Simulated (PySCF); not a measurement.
C7H7ClO.
Structure used (GFN2-xTB), in Å, numbered top down from 1:
```xyz
16
C7H7ClO angstrom
O      4.268   -0.729    0.013
C      3.571    0.154    0.437
C      2.182    0.319    0.163
C      1.010    0.450   -0.088
C     -0.395    0.599   -0.353
C     -1.109   -0.720   -0.734
C     -1.756   -0.747    0.654
Cl    -3.520   -0.969    0.672
C     -1.270    0.681    0.922
H      3.969    0.945    1.106
H     -0.538    1.420   -1.059
H     -0.458   -1.560   -0.965
H     -1.832   -0.589   -1.535
H     -1.336   -1.493    1.327
H     -0.733    0.825    1.857
H     -2.062    1.421    0.840
```

The closed-shell SCF was solved with PySCF and density fitting under several settings on one GFN2-xTB geometry (grid level 2 and gas phase unless stated).

| settings | basis functions | SCF cycles | E (Eh) | HOMO (eV) | LUMO (eV) | dipole (D) |
| --- | --- | --- | --- | --- | --- | --- |
| PBE0/pcSseg-1 | 195 | 16 | -805.6612 | -7.95 | -1.93 | 2.69 |
| B3LYP/def2-SVPD | 246 | 16 | -805.9197 | -7.75 | -2.26 | 2.83 |

Q: Estimate the row for these settings: BLYP/6-311G**, start guess atom, damping 0.2 at the start, DIIS from the seventh cycle.

A: 
| settings | basis functions | SCF cycles | E (Eh) | HOMO (eV) | LUMO (eV) | dipole (D) |
| --- | --- | --- | --- | --- | --- | --- |
| BLYP/6-311G**, start guess atom, damping 0.2 at the start, DIIS from the seventh cycle | 212 | 37 | -806.2407 | -5.94 | -2.62 | 2.51 |

Q: Over all rows, what range does the HOMO–LUMO gap span?

A: From 3.32 eV (BLYP/6-311G**, start guess atom, damping 0.2 at the start, DIIS from the seventh cycle) to 6.02 eV (PBE0/pcSseg-1). The functional of the narrowest has no exact exchange, that of the widest 25 % exact exchange.

Cycle counts include a coarse-grid stage where the run had one. All basis functions are spherical, in the Pople sets too.

One conformer stands for the species.
